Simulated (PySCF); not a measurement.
tert-butyl 2-methylpropanoate (C₈H₁₆O₂), SMILES CC(C)C(=O)OC(C)(C)C.

Geometry: B3LYP-D3(BJ)/def2-SVP. Other conformers were not sampled.

The numbers are results of TDA-PBE/def2-SVP in PySCF, not measurements.

Vertical excitations. Gas-phase values at a fixed geometry. State labels are in the subgroup Cs.

```
state  symmetry  energy (eV)  λ (nm)      f                                                             main pairs
-----  --------  -----------  ------  -----  ---------------------------------------------------------------------
S1           A"         5.41     229  0.003                                                        HOMO→LUMO 100 %
S2           A'         6.40     194  0.014                                                       HOMO→LUMO+1 99 %
S3           A'         7.08     175  0.016                                                       HOMO→LUMO+2 99 %
S4           A'         7.19     172  0.003                                     HOMO→LUMO+3 72 %, HOMO−1→LUMO 20 %
S5           A"         7.28     170  0.000                                                       HOMO−2→LUMO 96 %
S6           A'         7.36     169  0.121  HOMO−1→LUMO 40 %, HOMO→LUMO+3 27 %, HOMO−4→LUMO 18 %, HOMO−6→LUMO 9 %
T1           A"         4.87     255      0                                                        HOMO→LUMO 100 %
T2           A'         5.80     214      0                                                       HOMO−1→LUMO 96 %
```
Triplets are in the Tamm–Dancoff approximation.
